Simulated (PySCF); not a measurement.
Write Cartesian coordinates for InChI=1S/C5H7F2N/c1-8(2)5(7)3-4-6/h4H,1-2H3 as optimised with PBE0-D3(BJ)/def2-SVP.

```xyz
15
C5H7F2N angstrom
C     -0.4480   -1.0826   -0.8011
N     -0.7101    0.2283   -0.2682
C     -2.0590    0.4886    0.1796
C      0.3394    0.8913    0.3001
F      0.0228    2.1376    0.6614
C      1.5636    0.4272    0.5002
C      2.7877   -0.0197    0.5272
F      3.6136    0.0018   -0.5320
H     -0.3664   -1.8548   -0.0117
H      0.4966   -1.0707   -1.3630
H     -1.2632   -1.3648   -1.4831
H     -2.3606   -0.1834    1.0065
H     -2.1461    1.5252    0.5229
H     -2.7600    0.3425   -0.6562
H      3.2864   -0.4628    1.3981
```

Orientation and origin are arbitrary. Atoms count from 1 in this order. N2 (nitrogen bonded to 3 C) has angles 120.1°, 117.2° and 116.7°, sum 353.9°, 0.20 Å off the plane of its three neighbours. The 2 C–C bonds span 1.303 Å (C6=C7, drawn double) to 1.324 Å (C4=C6, drawn double), a spread of 0.021 Å. The C–N distances run from 1.365 Å (N2–C4, drawn single) to 1.445 Å (N2–C3, drawn single), a spread of 0.080 Å. Of the pairs four or more bonds apart, F5···H13 is among the closest relative to their van der Waals radii: 2.26 Å, 85 % of the sum of Bondi's values.

Bonds between heavy atoms (Å): C1–N2 1.439, N2–C3 1.445, N2–C4 1.365, C4–F5 1.336, C4=C6 1.324, C6=C7 1.303, C7–F8 1.343.

Method: PySCF 2.14.0, PBE0-D3(BJ)/def2-SVP geometry optimisation, gas phase.

Point group: C1 (no symmetry element, even within 0.4 Å). PBE0-D3(BJ)/def2-SVP frequencies: not computed here.
